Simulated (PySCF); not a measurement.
The dipole of `C=CC(C)(C)C(=O)F` from its density and from atomic charges.

Coordinates (GFN2-xTB, Å) and charges (e) from the PBE0/pcSseg-1 density (PySCF):

```csv
atom,x,y,z,Mulliken,IAO,Hirshfeld,ESP-fitted
C1,2.055,0.811,0.253,-0.1108,-0.3095,-0.0913,-0.4093
C2,0.953,0.697,-0.462,-0.1070,-0.1391,-0.0402,-0.2433
C3,-0.262,-0.135,-0.104,-0.7054,-0.0158,+0.0155,+0.4308
C4,-1.522,0.735,-0.238,-0.1339,-0.4142,-0.1171,-0.5574
C5,-0.188,-0.766,1.284,-0.1305,-0.4179,-0.1184,-0.5926
C6,-0.297,-1.235,-1.134,+0.6822,+0.6116,+0.2433,+0.6333
O7,-0.138,-2.396,-1.004,-0.3315,-0.3796,-0.2155,-0.4507
F8,-0.517,-0.739,-2.390,-0.2828,-0.2990,-0.0880,-0.2697
H9,2.866,1.435,-0.081,+0.1253,+0.1605,+0.0532,+0.1928
H10,2.204,0.305,1.190,+0.1195,+0.1503,+0.0498,+0.1865
H11,0.859,1.224,-1.403,+0.1119,+0.1520,+0.0438,+0.1522
H12,-1.603,1.155,-1.237,+0.1296,+0.1534,+0.0400,+0.1419
H13,-2.413,0.145,-0.034,+0.1205,+0.1455,+0.0458,+0.1465
H14,-1.472,1.551,0.479,+0.1259,+0.1510,+0.0472,+0.1631
H15,-0.085,0.007,2.040,+0.1247,+0.1454,+0.0449,+0.1725
H16,-1.097,-1.330,1.481,+0.1267,+0.1510,+0.0454,+0.1497
H17,0.652,-1.452,1.349,+0.1355,+0.1545,+0.0421,+0.1539
```

Q: Compute μ = Σ q r for each scheme (1 e·Å = 4.803 D) and compare with the dipole of the full density.

A: The full density gives (-0.08, 2.47, 1.82) D, 3.07 D in size; dipole vectors point from the negative to the positive end.

```csv
scheme,μx,μy,μz,size (D),share of the full size (%),angle to the full dipole (°)
Mulliken,0.22,2.14,3.32,3.95,129,21
IAO,-0.02,2.48,2.45,3.49,114,8
Hirshfeld,0.02,1.59,0.97,1.86,61,5
ESP-fitted,-0.08,2.49,1.86,3.11,101,0
```

Q: Which set comes closest?

A: Length of the difference vector: ESP-fitted 0.04 D, IAO 0.64 D, Hirshfeld 1.23 D, Mulliken 1.57 D. Closest: ESP-fitted. 

Q: What is left for the Hirshfeld atoms' own dipoles?

A: The Hirshfeld atoms' densities add up to the full density, so μ = Σ q r + Σ (atomic dipoles). The atomic dipoles sum to (-0.08, 2.47, 1.82) − (0.02, 1.59, 0.97) = (-0.10, 0.88, 0.85) D, 1.23 D in size.

Q: With the origin at the mean of the coordinates, (0.000, 0.001, -0.001) Å, which are the largest single terms, by size, of the IAO dipole along the direction of the full one?

A: C6 -4.87, O7 +4.60, F8 +2.87, H14 +1.14, C1 -1.11 D; all 17 atoms together +3.45 D. The single terms depend on the origin, their sum doesn't.

Q: Give the size of the full dipole in other units.

A: 3.07 D = 1.208 au = 0.639 e·Å = 10.24 × 10⁻³⁰ C·m.

One conformer (not necessarily the lowest) at the GFN2-xTB geometry, without solvent, vibrations or thermal averaging.

Conformer computed: `[CH2:1]=[CH:2][C:3]([CH3:4])([CH3:5])[C:6](=[O:7])[F:8]`: C1–C2–C3–C4 130°, C2–C3–C6–O7 113°.
